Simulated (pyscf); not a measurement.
**[H₂C=Si–Cl]•, doublet**

Gas-phase minimum from PySCF at ωB97X-D3(BJ)/def2-SVP, one conformer. Other isomers of [H₂C=Si–Cl]• were not searched in full and may lie lower. 

SMILES: C=[Si]Cl
```xyz
5

C      0.4728    -0.7649    -0.3729
Si    -0.2216     0.5204    -1.5357
Cl    -0.3115     2.1076    -0.1594
H      0.6782    -1.7892    -0.7169
H      0.7108    -0.5869     0.6851
```
Charge 0, spin multiplicity 2.

Bonded distances (Å): C1–Si2 1.867, C1–H4 1.100, C1–H5 1.099, Si2–Cl3 2.103. Bond angles (°): Si2–C1–H4 121.0, Si2–C1–H5 124.7, H4–C1–H5 114.3, C1–Si2–Cl3 97.3.

Properties at ωB97X-D3(BJ)/def2-SVP:

| Item | Value |
|---|---|
| Harmonic wavenumbers, unscaled | 51, 248, 517, 619, 712, 774, 1387, 3132, 3242 cm⁻¹ |
| Zero-point energy | 15.3 kcal/mol |
| Rotational symmetry number | 1 |
| Entropy of this conformer at 298 K and 1 atm, rigid rotor and harmonic oscillator, modes under 100 cm⁻¹ raised to 100 | 299.6 J/(mol K) |
| Dipole moment | 2.12 D |
| Spin expectation value S2 | 0.753 |

Single-point totals, which compare only within one level:

```
level                   total energy (hartree)
----------------------  ----------------------
ωB97X-D3(BJ)/def2-TZVP              -789.03184
PBE/def2-TZVP                       -788.59835
r²SCAN/def2-TZVP                    -788.90725
B3LYP-D3(BJ)/def2-TZVP              -789.03502
PBE0-D3(BJ)/def2-TZVP               -788.66972
M06-2X/def2-TZVP                    -788.93541
ωB97M-D3(BJ)/def2-TZVP              -789.09472
```
